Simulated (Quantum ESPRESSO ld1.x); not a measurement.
Q: The mean radii <r> (bohr) of the occupied orbitals of an atom or ion are listed with their occupations. Method: Dirac Kohn-Sham, PW91, spin-unpolarised, spherical densities, point nucleus; computed with ld1.x of Quantum ESPRESSO 7.5.

orbital  occ.      <r>
1s1/2       2  0.04860
2s1/2       2   0.2176
2p1/2       2   0.1883
2p3/2       4   0.1918
3s1/2       2   0.6518
3p1/2       2   0.6719
3p3/2       4   0.6827
3d3/2       4   0.8038
3d5/2       6   0.8100
4s1/2       2    2.213

Name the element and its charge. Open shells, if any, fill j = l - 1/2 first.

A: Z = 31, gallium, charge +1: Ga+ in [Ar] 3d10 4s2. The 1s radius gives Z: for a bare nucleus <r> = (2 gamma + 1)/(2Z) with gamma = sqrt(1 - (Z/c)^2), 0.04755 bohr for Z = 31, and screening makes it slightly larger (0.04860 here). The occupations add up to 30, and the charge is Z minus that.
